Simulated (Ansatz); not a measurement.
Geometry optimisation, Ansatz 0.2.0, RHF/cc-pVDZ.

The input (input.yaml):

```yaml
crystal:
  periodic: [false, false, false]
  atoms:
    - { symbol: C, position_ang: [-0.3955, -0.8317, 1.9586] }
    - { symbol: Si, position_ang: [1.1939, -0.2676, 1.2276] }
    - { symbol: Si, position_ang: [1.1517, -0.6245, -0.9887] }
    - { symbol: "N", position_ang: [0.7876, -2.3099, -1.3059] }
    - { symbol: Al, position_ang: [-0.3665, 0.8264, -2.0021] }
    - { symbol: Si, position_ang: [-1.5351, 2.4204, -0.6668] }
    - { symbol: H, position_ang: [-0.5631, -1.8716, 1.7849] }
    - { symbol: H, position_ang: [-0.4165, -0.5565, 3.0285] }
    - { symbol: H, position_ang: [-1.2581, -0.2087, 1.4932] }
    - { symbol: H, position_ang: [2.2753, -1.0512, 1.8714] }
    - { symbol: H, position_ang: [1.4057, 1.1667, 1.5063] }
    - { symbol: H, position_ang: [2.5431, -0.3642, -1.5085] }
    - { symbol: H, position_ang: [-0.277, -2.4352, -0.8887] }
    - { symbol: H, position_ang: [1.3544, -2.9146, -0.7564] }
    - { symbol: H, position_ang: [-0.6168, 0.756, -3.5567] }
    - { symbol: H, position_ang: [-1.2336, 3.7954, -1.1318] }
    - { symbol: H, position_ang: [-1.0966, 2.3148, 0.7357] }
    - { symbol: H, position_ang: [-2.9904, 2.1671, -0.7487] }
basis:
  gaussian: { orbitals: cc-pVDZ }
hamiltonian:
  xc: hf
relax:
  f_tol: 0.015
  max_steps: 40
```

Run as:

```bash
$ ansatz run input.yaml --threads 2 --pin off --max-ram 3072MiB --backend cpu --events-out ev --progress --plain --runs-dir out
```

Question: Where does it end, and by what steps?

Answer: The run ended unconverged. After 39 steps the energy has fallen by 1.129 eV; H15 moved furthest, 2.32 Å.

| step | energy less start (eV) | largest force component (eV/Å) | accepted |
| --- | --- | --- | --- |
| 0 | 0.0000 | 4.789 | yes |
| 2 | -1.0107 | 0.410 | yes |
| 4 | -1.0615 | 0.289 | yes |
| 6 | -1.0826 | 0.066 | yes |
| 8 | -1.0884 | 0.152 | yes |
| 10 | -1.0897 | 0.102 | yes |
| 12 | -1.0946 | 0.074 | yes |
| 14 | -1.0988 | 0.117 | yes |
| 16 | -1.1018 | 0.209 | yes |
| 18 | -1.1027 | 0.242 | no |
| 20 | -1.1102 | 0.062 | yes |
| 22 | -1.1149 | 0.065 | yes |
| 24 | -1.1182 | 0.057 | yes |
| 26 | -1.1220 | 0.152 | yes |
| 28 | -1.1220 | 0.183 | no |
| 30 | -1.1255 | 0.033 | yes |
| 32 | -1.1270 | 0.052 | yes |
| 34 | -1.1282 | 0.021 | yes |
| 36 | -1.1288 | 0.035 | yes |
| 38 | -1.1292 | 0.018 | yes |
| 39 | -1.1276 | 0.112 | no |

```xyz
18
Properties=species:S:1:pos:R:3
C -0.320 -1.591 2.382
Si 1.097 -0.546 1.654
Si 0.988 -0.413 -0.728
N 1.131 -1.979 -1.537
Al -1.069 0.724 -1.566
Si -1.370 3.203 -1.472
H -0.316 -2.598 1.957
H -0.218 -1.681 3.467
H -1.294 -1.139 2.173
H 2.399 -1.156 2.065
H 1.041 0.828 2.242
H 2.177 0.397 -1.138
H 0.310 -2.556 -1.560
H 1.925 -2.553 -1.311
H -2.241 -0.165 -2.185
H -0.753 3.841 -2.675
H -0.714 3.799 -0.270
H -2.809 3.596 -1.447
```

The run took 3.3 min on 2 threads of Arm Neoverse V1, with other jobs on the host, peak memory 0.51 GiB.
